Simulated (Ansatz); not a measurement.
Job for Ansatz (an electronic-structure program): R-PBE0/def2-TZVPP on AlH3 (SMILES [AlH3]).

Ansatz 0.2 input:
```yaml
crystal:
  periodic: [false, false, false]
  atoms:
    - {symbol: Al, position_ang: [0.00005087, -0.00001244, 0.00061475]}
    - {symbol: H, position_ang: [1.58039078, -0.00967625, -0.00942539]}
    - {symbol: H, position_ang: [-0.78179417, 1.37347475, -0.00179462]}
    - {symbol: H, position_ang: [-0.79854748, -1.36378606, 0.01070525]}
basis:
  gaussian:
    orbitals: def2-TZVPP
hamiltonian:
  xc: {name: PBE0}
scf: {lower_state_search: off}
```

Output:

```
WARN ansatz: RAYON_NUM_THREADS=1 ignored (pool sized by the plan → 1); use --threads N
Functional definition: PBE0
these checks for a lower state are left out or cut short: stability, starts, cluster_reference, orbital_swaps, neighbouring_geometries, increment
integrals: 0.01 GiB planned
477 factors; their error is unknown
mean field: 0.17 GiB planned
mean field evaluation 1: about -6641.3453 eV, gradient 1.0e1 eV
mean field evaluation 2: about -6641.7033 eV, gradient 2.6e0 eV
mean field evaluation 4: about -6641.7242 eV, gradient 5.0e-2 eV
mean field evaluation 8: about -6641.7322 eV, gradient 6.3e-5 eV
mean field -6641.73220747 eV, -244.0791566968 hartree, gradient 1.5e-6 eV, S^2 0.000000; 0 other end points of the search recorded, 0 dependent functions left out
reference -6641.73223754 eV, -244.0791578018 hartree; 8, 8 occupied and 76, 76 virtual orbitals, 477 factors
Total energy: -6641.73223754 eV, -244.0791578018 hartree
Checks for a lower state left out: stability, starts, cluster_reference, orbital_swaps, neighbouring_geometries, increment
```

The run converged.

Cost: around 0.4 core-seconds (rough).
